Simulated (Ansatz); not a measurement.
Problem. Name a neutral molecule of B, C, N and H with HOMO energy (PBE/def2-TZVPP) between -5.90 and -5.60 eV and HOMO energy (B3LYP/def2-TZVPP) between -6.60 and -6.30 eV (Ansatz, PBE0-D4/def2-TZVP geometry).

Solution. `CNC1=CB1` (-5.66 eV, -6.53 eV); `B/C=C(/B)N` (-5.82 eV, -6.54 eV); `BNC=C=C` (-5.69 eV, -6.52 eV); `BNC(=C)C` (-5.71 eV, -6.51 eV); `BN/C=N/C=C` (-5.65 eV, -6.53 eV). Other molecules can fit too; these were computed, each in one conformer that needn't be the lowest.

B3LYP here is the variant with VWN-RPA as its local correlation; programs differ in this.
